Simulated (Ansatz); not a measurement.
Reaction (substitution at a C–Al bond): `C[CH2][AlH][O][SiH3]` + `B[SeH]` → `B[Se]CC` + `[AlH2][O][SiH3]`

Computed with Ansatz on PBE0-D4/def2-TZVP structures; ΔE is electronic, products minus reactants. CCSD(T)/CBS is the MP2 limit (def2-TZVPP, def2-QZVPP) plus CCSD(T) − MP2 in def2-TZVPP, frozen cores. Functionals use def2-TZVPP. B3LYP here is the variant with VWN-RPA as its local correlation; programs differ in this. For Se outer-core shells are correlated without core-valence functions, which leaves a few kJ/mol of doubt a bond. Scalar relativity is left out up to krypton. One conformer a species, not always the lowest.

```json
{"level": "PBE-D4", "ΔE (kJ/mol)": "27.6", "difference from CCSD(T)/CBS": "2.8"}
{"level": "r2SCAN-D4", "ΔE (kJ/mol)": "29.6", "difference from CCSD(T)/CBS": "4.8"}
{"level": "PBE0-D4", "ΔE (kJ/mol)": "28.8", "difference from CCSD(T)/CBS": "4.0"}
{"level": "B3LYP-D4", "ΔE (kJ/mol)": "27.2", "difference from CCSD(T)/CBS": "2.4"}
{"level": "ωB97X-V", "ΔE (kJ/mol)": "26.8", "difference from CCSD(T)/CBS": "2.0"}
{"level": "ωB97M-V", "ΔE (kJ/mol)": "29.6", "difference from CCSD(T)/CBS": "4.8"}
{"level": "B2PLYP", "ΔE (kJ/mol)": "25.6", "difference from CCSD(T)/CBS": "0.8"}
{"level": "PBE", "ΔE (kJ/mol)": "28.0", "difference from CCSD(T)/CBS": "3.2"}
{"level": "r2SCAN", "ΔE (kJ/mol)": "29.2", "difference from CCSD(T)/CBS": "4.4"}
{"level": "PBE0", "ΔE (kJ/mol)": "28.9", "difference from CCSD(T)/CBS": "4.1"}
{"level": "B3LYP", "ΔE (kJ/mol)": "28.4", "difference from CCSD(T)/CBS": "3.6"}
{"level": "HF/def2-TZVPP", "ΔE (kJ/mol)": "25.6", "difference from CCSD(T)/CBS": "0.8"}
{"level": "MP2/def2-TZVPP", "ΔE (kJ/mol)": "20.6", "difference from CCSD(T)/CBS": "-4.2"}
{"level": "SCS-MP2/def2-TZVPP", "ΔE (kJ/mol)": "19.9", "difference from CCSD(T)/CBS": "-4.9"}
{"level": "CCSD/def2-TZVPP", "ΔE (kJ/mol)": "25.4", "difference from CCSD(T)/CBS": "0.6"}
{"level": "CCSD(T)/def2-TZVPP", "ΔE (kJ/mol)": "23.9", "difference from CCSD(T)/CBS": "-0.9"}
{"level": "HF/def2-QZVPP", "ΔE (kJ/mol)": "25.6", "difference from CCSD(T)/CBS": "0.8"}
{"level": "MP2/def2-QZVPP", "ΔE (kJ/mol)": "21.1", "difference from CCSD(T)/CBS": "-3.7"}
{"level": "SCS-MP2/def2-QZVPP", "ΔE (kJ/mol)": "20.5", "difference from CCSD(T)/CBS": "-4.3"}
{"level": "HF/CBS(def2)", "ΔE (kJ/mol)": "25.6", "difference from CCSD(T)/CBS": "0.8"}
{"level": "MP2/CBS(def2)", "ΔE (kJ/mol)": "21.5", "difference from CCSD(T)/CBS": "-3.3"}
{"level": "CCSD/CBS(def2)", "ΔE (kJ/mol)": "26.3", "difference from CCSD(T)/CBS": "1.5"}
{"level": "CCSD(T)/CBS", "ΔE (kJ/mol)": "24.8", "difference from CCSD(T)/CBS": "0"}
```

Largest T1 diagnostic among the species: 0.013.
